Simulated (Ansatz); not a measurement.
Born–Oppenheimer molecular dynamics of F₃GeHO (6 atoms, charge 0, multiplicity 1). It goes on from the last frame of an earlier run, with new velocities.

Method: RKS PBE-D4/def2-SVP in Ansatz.

| Property | Result |
| --- | --- |
| ensemble | NVT, Nosé–Hoover chain |
| time step | 0.5 fs |
| steps asked | 100 |
| set temperature | 700 K |
| thermostat | time constant 100 fs, chain length 3 (defaults) |
| seed | 786526 |

First frame:

```xyz
6
Properties=species:S:1:pos:R:3
Ge -0.039 0.026 0.071
O -0.399 -0.078 1.766
H -0.123 -0.907 2.087
F 1.420 0.008 -0.928
F -0.489 1.535 -0.528
F -0.576 -1.575 -0.440
```

(1) How far do the bonds stretch over the last three quarters of this one trajectory? (Pairs bonded in most of those frames.)

Answers

(1) 
| bond | mean (Å) | spread (Å) | shortest | longest |
| --- | --- | --- | --- | --- |
| Ge1–O2 | 1.768 | 0.030 | 1.73 | 1.81 |
| Ge1–F4 | 1.744 | 0.027 | 1.71 | 1.78 |
| Ge1–F5 | 1.732 | 0.054 | 1.66 | 1.81 |
| Ge1–F6 | 1.764 | 0.055 | 1.67 | 1.83 |
| O2–H3 | 0.992 | 0.053 | 0.91 | 1.06 |

Mean temperature of the second half: 1172 K. The conserved energy stayed within 0.52 meV per atom of its start (net change 0.2 meV per atom), so the integration is sound. The mean temperature of the second half is 67 % above the set value. A run of 0.05 ps of so small a system gives no equilibrium averages.

Run time: 4 min on 1 thread of Arm Neoverse V1, with other jobs on the host, peak memory 0.12 GiB.
